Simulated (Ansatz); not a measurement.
Mulliken charges of CH$_{5}$BrGeO (`C[O][GeH2][Br]`) from PBE/def2-TZVPP in Ansatz (PBE0-D4/def2-TZVP geometry).

```tsv
atom	x (Å)	y (Å)	z (Å)	charge (e)
C1	0.512	1.324	0.215	-0.151
O2	0.742	-0.055	0.400	-0.332
Ge3	-0.480	-1.176	-0.217	0.476
Br4	0.328	-3.256	0.284	-0.273
H5	0.443	1.595	-0.846	0.093
H6	-0.402	1.663	0.720	0.093
H7	1.357	1.862	0.648	0.108
H8	-1.812	-0.965	0.522	-0.007
H9	-0.599	-1.039	-1.743	-0.007
```

**Question.** By hand: the dipole of these point charges (1 e Å = 4.8032 D).

**Answer.** Σ q r = (-0.474, 0.666, -0.279) e Å, of length 0.864 e Å = 4.15 D.

**Question.** How does the dipole of the full density compare? (An estimate is asked.)

**Answer.** The calculation gave: (-0.265, 0.403, -0.158) e Å, 2.44 D; the point charges give 1.70 times that, at 2° from its direction.

Point charges leave out the atoms' own dipoles, such as those of lone pairs, and Mulliken's split depends on the basis, so the two needn't agree.
